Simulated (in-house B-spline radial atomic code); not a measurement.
A run on an ion of nuclear charge 65 with 65.8 electrons that did not converge. Method: scalar-relativistic (X2C) LDA exchange-only, spin-polarised, spherical fractional occupations, Fermi nucleus of rms radius 5.06 fm; computed with an all-electron radial atomic-structure program (B-spline basis).

Command:
```bash
python run_scf.py task.json out
```
Settings (nuclear radius in fm, mass in u):
```
Z                65
configuration    [Xe] 4f9.8 6s2
hamiltonian      x2c
method           lda,
spin_polarised   True
nucleus          fermi
rms_radius       5.06
atomic_mass      158.92535
speed_of_light   137.035999084
```

First and last ten iterations of the last attempt (damped for 15 steps, keeping 80 % of the old Fock matrix, then DIIS):
```
 iter        energy (Eh)    residual
    1      -11649.524222    7.07e-01
    2      -11645.310362    1.36e+00
    3      -11669.447312    8.44e-01
    4      -11682.367199    5.02e-01
    5      -11688.702598    3.11e-01
    6      -11691.513313    1.95e-01
    7      -11692.643354    1.11e-01
    8      -11693.078731    7.07e-02
    9      -11693.265030    5.17e-02
   10      -11693.363701    3.57e-02
  111      -11693.268636    5.09e-02
  112      -11651.363796    5.53e-01
  113      -11651.337713    5.53e-01
  114      -11651.362945    5.53e-01
  115      -11651.345447    5.54e-01
  116      -11651.305345    5.54e-01
  117      -11651.300194    5.54e-01
  118      -11651.358120    5.54e-01
  119      -11691.755938    1.22e-01
  120      -11693.241985    5.52e-02
 not converged after 120 iterations
```

The smallest residual met was 3.6e-02; the threshold is about 6e-07. No energy from this run should be used. The likely cause: this method binds the added charge weakly or not at all at the basis-set limit, so charge moves back and forth between the atom and the box. Run time, properties included: 2.6 s on 1 thread of Arm Neoverse V2, on a shared host.
